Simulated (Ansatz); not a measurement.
Ansatz (a program for electronic structure) input file for InCl2, SMILES [In]([Cl])[Cl], multiplicity 2, PBE-D3(BJ)/def2-TZVP. 

Ansatz 0.2 input:
```yaml
crystal:
  periodic: [false, false, false]
  atoms:
    - {symbol: In, position_ang: [0.00000000, 0.00000000, 0.48927154]}
    - {symbol: Cl, position_ang: [0.00000000, 2.06535881, -0.70512663]}
    - {symbol: Cl, position_ang: [0.00000000, -2.06535881, -0.70512663]}
basis:
  gaussian:
    orbitals: def2-TZVP
hamiltonian:
  xc: pbe
  dispersion: d3bj
magnetization: {spin_polarized: true, initial_magnetization: 1}
relax: {f_tol: 0.002, max_steps: 200}
```

It prints:

```
WARN ansatz: RAYON_NUM_THREADS=1 ignored (pool sized by the plan → 1); use --threads N
Functional definition: PBE
integrals: 0.05 GiB planned
900 factors; their error is unknown
mean field: 0.42 GiB planned
mean field evaluation 1: about -30210.1444 eV, gradient 2.0e1 eV
mean field evaluation 2: about -30199.7358 eV, gradient 4.7e1 eV
mean field evaluation 4: about -30212.2145 eV, gradient 2.3e0 eV
mean field evaluation 8: about -30212.2430 eV, gradient 5.1e-2 eV
mean field evaluation 16: about -30212.2377 eV, gradient 3.2e-5 eV
mean field -30212.23769097 eV, -1110.2792565528 hartree, gradient 2.5e-5 eV, S^2 0.752034; 0 other end points of the search recorded, 0 dependent functions left out
the calculation of the forces begins
reference -30212.23773550 eV, -1110.2792581893 hartree; 28, 27 occupied and 96, 97 virtual orbitals, 900 factors
relax step   1: F+E_penalty+E_count = -30212.31006670 eV  Δ(F+E_penalty+E_count) = +0.000e0 eV  max|allowed force component| = 2.605e-2 eV/Å  Δτ_max = 0.0000 Å  (29 SCF iters, accepted)
these checks for a lower state are left out or cut short: starts, cluster_reference, orbital_swaps, neighbouring_geometries, increment
integrals: 0.05 GiB planned
900 factors; their error is unknown
mean field: 0.42 GiB planned
mean field -30212.23799898 eV, -1110.2792678721 hartree, gradient 2.1e-5 eV, S^2 0.752035; 0 other end points of the search recorded, 0 dependent functions left out
the calculation of the forces begins
reference -30212.23804352 eV, -1110.2792695087 hartree; 28, 27 occupied and 96, 97 virtual orbitals, 900 factors
relax step   2: F+E_penalty+E_count = -30212.31026094 eV  Δ(F+E_penalty+E_count) = -1.942e-4 eV  max|allowed force component| = 6.614e-3 eV/Å  Δτ_max = 0.0071 Å  (31 SCF iters, accepted)
these checks for a lower state are left out or cut short: starts, cluster_reference, orbital_swaps, neighbouring_geometries, increment
integrals: 0.05 GiB planned
900 factors; their error is unknown
mean field: 0.42 GiB planned
mean field evaluation 32: about -30212.2382 eV, gradient 2.2e-5 eV
mean field -30212.23815022 eV, -1110.2792734299 hartree, gradient 2.2e-5 eV, S^2 0.752038; 0 other end points of the search recorded, 0 dependent functions left out
the calculation of the forces begins
reference -30212.23819476 eV, -1110.2792750668 hartree; 28, 27 occupied and 96, 97 virtual orbitals, 900 factors
relax step   3: F+E_penalty+E_count = -30212.31030811 eV  Δ(F+E_penalty+E_count) = -4.717e-5 eV  max|allowed force component| = 8.680e-4 eV/Å  Δτ_max = 0.0055 Å  (31 SCF iters, accepted)
integrals: 0.05 GiB planned
900 factors; their error is unknown
mean field: 0.42 GiB planned
mean field -30212.23815022 eV, -1110.2792734299 hartree, gradient 2.2e-5 eV, S^2 0.752038; 1 other end points of the search recorded, 0 dependent functions left out
the calculation of the forces begins
reference -30212.23819476 eV, -1110.2792750668 hartree; 28, 27 occupied and 96, 97 virtual orbitals, 900 factors
Total energy: -30212.31035265 eV, -1110.2819268203 hartree
Atom 0 at     0.000000    -0.000000     0.476862 Å, force    -0.000000    -0.000000     0.000677 eV/Å
Atom 1 at    -0.000000     2.075506    -0.698922 Å, force     0.000000     0.000868    -0.000339 eV/Å
Atom 2 at     0.000000    -2.075506    -0.698922 Å, force     0.000000    -0.000868    -0.000339 eV/Å
Dipole moment:    -0.000000    -0.000000     0.495102 e Å
```

The calculation finished and met its thresholds.

Cost: about 8 core-seconds (a rough figure).
